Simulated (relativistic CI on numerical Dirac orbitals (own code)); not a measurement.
# Transition arrays of Rh4+

Calculated at this level of theory: Dirac-Coulomb-Breit CI, separate exchange-only KLI orbitals for each configuration, model QED (radiative potential, 1s self-energy scaled to tabulated hydrogen-like ionisation energies), valence Slater integrals scaled by 0.9, whole transition arrays (own radial code, finite nucleus).

CI space (outside the closed core [Ar] 3d10 4s2): 4p⁶4d⁵, 4p⁶4d⁴4f, 4p⁵4d⁶, 4p⁶4d⁴5p, 4p⁶4d⁴5f. Levels of other configurations are missing.

All E1 lines from the levels of 4p⁶4d⁵; mean and standard deviation are weighted by gf, and upper levels are sorted by their leading configuration.

```csv
Upper configuration,Lines,Σgf,Mean (eV),Mean (nm),σ (eV),Strongest line (nm)
4p⁶4d⁴4f,5424,441.2,38.88,31.892,1.38,30.716
4p⁵4d⁶,2748,1890.2,58.50,21.194,4.14,20.922
4p⁶4d⁴5p,3245,168.6,23.91,51.856,1.35,50.370
4p⁶4d⁴5f,6013,244.6,48.65,25.484,3.73,23.868
```

Σgf per state of the lower configuration in bins of 1 nm over the central range (centre: value): 19.5: 1.71, 20.5: 1.71, 21.5: 1.71, 22.5: 1.28, 23.5: 1.06, 24.5: 0.17, 25.5: 0.29, 26.5: 0.19, 27.5: 0.16, 28.5: 0.07, 29.5: 0.05, 30.5: 0.26, 31.5: 0.77, 32.5: 0.47, 33.5: 0.12, 34.5: 0.08, 35.5: 0.03, 47.5: 0.02, 48.5: 0.03, 49.5: 0.06, 50.5: 0.12, 51.5: 0.13.

**Question.** How do configuration mixing and the scaling of the Slater integrals move the arrays?

**Answer.** Slater scale 0.9, no configuration mixing: 4p⁶4d⁴4f 40.7 ± 1.5 eV (Σgf 1030.8), 4p⁵4d⁶ 57.9 ± 4.6 eV (Σgf 866.4), 4p⁶4d⁴5p 23.9 ± 1.3 eV (Σgf 197.1), 4p⁶4d⁴5f 47.7 ± 1.5 eV (Σgf 347.1); Slater scale 1: 4p⁶4d⁴4f 39.0 ± 1.6 eV (Σgf 411.5), 4p⁵4d⁶ 59.6 ± 4.4 eV (Σgf 1892.3), 4p⁶4d⁴5p 24.0 ± 1.5 eV (Σgf 166.5), 4p⁶4d⁴5f 49.5 ± 4.5 eV (Σgf 319.6); Slater scale 0.8: 4p⁶4d⁴4f 38.8 ± 1.2 eV (Σgf 465.2), 4p⁵4d⁶ 57.7 ± 3.7 eV (Σgf 1789.6), 4p⁶4d⁴5p 23.9 ± 1.2 eV (Σgf 170.9), 4p⁶4d⁴5f 48.8 ± 3.1 eV (Σgf 273.7). With mixing, levels are counted to their leading configuration, so an array can shrink or vanish into another, and the sums then hold other lines.
